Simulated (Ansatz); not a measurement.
A run on `F[SiH][GeH3]` radical with other settings.

```yaml
crystal:
  periodic: [false, false, false]
  atoms:
    - {symbol: F, position_ang: [-0.761922, -1.653813, 1.296753]}
    - {symbol: Si, position_ang: [-0.810006, -1.049285, -0.054648]}
    - {symbol: Ge, position_ang: [0.307112, 0.840290, -0.075099]}
    - {symbol: H, position_ang: [-0.299365, -1.985997, -0.921529]}
    - {symbol: H, position_ang: [0.266479, 1.347940, -1.394730]}
    - {symbol: H, position_ang: [-0.304533, 1.770683, 0.794055]}
    - {symbol: H, position_ang: [1.658448, 0.667439, 0.313153]}
basis:
  gaussian: {orbitals: def2-TZVPD}
total_charge: -1
hamiltonian: {xc: {name: B2PLYP}}
accuracy: high
output: {forces: true}
```

```sh
$ ansatz run in.yaml --threads 4 --pin off --events-out ev --progress --plain --max-ram 10444MiB
```

Output, abridged:

```
Functional definition: B2PLYP
2833 factors; integrals over basis functions are off by at most 4.4e-9 eV
mean field evaluation 1: about -67157.2800 eV, gradient 2.1e1 eV
mean field evaluation 2: about -67157.4732 eV, gradient 2.1e1 eV
mean field evaluation 4: about -67158.3100 eV, gradient 1.9e0 eV
mean field evaluation 8: about -67158.3207 eV, gradient 2.4e-1 eV
mean field evaluation 16: about -67158.3209 eV, gradient 9.3e-4 eV
mean field -67158.32091989 eV, -2468.0227722612 hartree, gradient 9.8e-8 eV, S^2 0.000000; 0 other end points of the search recorded, 0 dependent functions left out
15 core orbitals not correlated: weight in the atoms' cores, before any rotation towards them, 1.000 or more for the frozen orbitals, at most 0.000 for the correlated occupied ones
reference -67158.32094470 eV, -2468.0227731727 hartree; 15, 15 occupied and 143, 143 virtual orbitals, 2833 factors
second order -21.12695255 eV of doubles, -0.00000000 eV of singles
mean field evaluation 32: about -67158.3209 eV, gradient 9.8e-8 eV
Total energy: -67164.02522189 eV, -2468.2324014929 hartree
Atom 0 at    -0.761922    -1.653813     1.296753 Å, force     0.787503    -3.313745     7.331048 eV/Å
Atom 1 at    -0.810006    -1.049285    -0.054648 Å, force    -4.852880     2.928648    -5.624023 eV/Å
Atom 2 at     0.307112     0.840290    -0.075099 Å, force    -0.000289    -1.369054    -0.074774 eV/Å
Atom 3 at    -0.299365    -1.985997    -0.921529 Å, force     1.808147    -1.804289    -1.720682 eV/Å
Atom 4 at     0.266479     1.347940    -1.394730 Å, force     0.029741     1.185499    -2.635001 eV/Å
Atom 5 at    -0.304533     1.770683     0.794055 Å, force    -1.099110     2.043181     1.797624 eV/Å
Atom 6 at     1.658448     0.667439     0.313153 Å, force     3.326889     0.329759     0.925808 eV/Å
Dipole moment:     0.765754     0.521426     0.251887 e Å
```

It took 8 s on 4 threads of an AMD EPYC 9R45 on a shared host, with 0.89 GiB of host memory at the peak.
